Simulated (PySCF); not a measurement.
C₄H₉ClSi, SMILES [SiH3]C[C@@H]1C[C@@H]1Cl.

The structure is a stationary point at B3LYP-D3(BJ)/def2-SVP. The structure was generated by enumeration; whether it is a known compound was not checked. One conformer was computed; it need not be the lowest.

Computed with TDA-PBE/def2-SVPD (PySCF).

Vertical excitations. Isolated molecule, no solvent.

Computed lowest excited states:
```
state  energy (eV)  λ (nm)      f                          main pairs
-----  -----------  ------  -----  ----------------------------------
S1            6.08     204  0.006                      HOMO→LUMO 90 %
S2            6.37     195  0.014  HOMO→LUMO+1 53 %, HOMO−1→LUMO 41 %
S3            6.43     193  0.002  HOMO−1→LUMO 52 %, HOMO→LUMO+1 37 %
S4            6.71     185  0.005                    HOMO→LUMO+2 99 %
S5            6.74     184  0.001                  HOMO−1→LUMO+1 92 %
S6            6.86     181  0.038                    HOMO→LUMO+3 96 %
T1            5.62     220      0                      HOMO→LUMO 96 %
T2            6.04     205      0                    HOMO−1→LUMO 95 %
```
Triplets are in the Tamm–Dancoff approximation.
